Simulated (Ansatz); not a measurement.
System: C$_{4}$H$_{10}$O$_{2}$ (charge 0, singlet). 
Geometry from a B3LYP-D3(BJ)/def2-TZVP (Ansatz, a quantum-chemistry and plane-wave program) optimisation:
SMILES: COC(C)OC
```xyz
16

C      0.1307    -1.8674    -0.1538
C     -0.2303    -0.4065     0.0098
O      0.8784     0.3645     0.4531
C      1.0594     0.3800     1.8524
O     -0.6328     0.0754    -1.2312
C     -1.1423     1.3992    -1.2040
H      0.4817    -2.2838     0.7907
H     -0.7384    -2.4366    -0.4836
H      0.9216    -1.9588    -0.8981
H     -1.0462    -0.2784     0.7445
H      1.3344    -0.6056     2.2461
H      0.1537     0.7211     2.3700
H      1.8701     1.0758     2.0615
H     -1.9849     1.4787    -0.5057
H     -1.4909     1.6214    -2.2106
H     -0.3711     2.1161    -0.9162
```

Basis-set convergence of Hartree-Fock and MP2 correlation energies (hartree) with Ansatz. Valence correlation only, unless marked. No spin-orbit coupling. Non-relativistic.

```
basis    functions       E(HF)  E(corr, MP2)
-------  ---------  ----------  ------------
cc-pVDZ        134  -307.01357      -0.94269
cc-pVTZ        320  -307.10897      -1.17717
cc-pVQZ        630  -307.13075      -1.25863
```

Extrapolating the two largest sets (X = 3 and 4) as X^-3: E(corr) = (64·(-1.25863) - 27·(-1.17717))/37 = -1.3181 Eh, an estimate of the basis-set limit. The largest set recovers 95.5 % of it, the smallest 71.5 %.
